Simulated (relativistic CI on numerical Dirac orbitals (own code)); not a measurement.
Method of calculation: Dirac-Coulomb-Breit CI, separate exchange-only KLI orbitals for each configuration, model QED (radiative potential, 1s self-energy scaled to tabulated hydrogen-like ionisation energies), unscaled Slater integrals (own radial code, finite nucleus).

The strongest absorption lines from the ground level of an ion, among the configurations computed and to levels below about 473 eV (vacuum wavelength in nm, gf): 2.7124 (0.14), 3.0427 (0.43), 4.0521 (0.085), 4.1834 (0.65), 4.2685 (0.29), 5.7138 (7.8), 7.2044 (0.05), 7.6936 (0.0021).

Question: Which ion is it?
A. Er XXV
B. Er XXI
C. Gd XIX
D. Er XXIII

Answer: D. Er XXIII has 46 electrons and the ground level 4s²4p⁶4d¹⁰ ¹S0; the strongest line goes to 4s²4p⁶4d⁹4f ¹P°1. The pattern of lines fixes the number of electrons, and along that sequence the line energies rise steadily with the charge (about as its square where n changes within one kind of shell, about linearly where n is kept but much faster in heavy ions where fine structure, which grows about as Z⁴, sets the gap, and irregularly where shells cross), which fixes Z. Configurations outside the model, such as inner-shell arrays, can give stronger lines. At this charge energies of transitions that change n are usually good to better than 1 %, and those within a shell (Δn = 0) to a few per cent.

LS names give the leading component of a level, which can be under half, so a name can repeat, a term be missing and a line seem to break the LS rules.
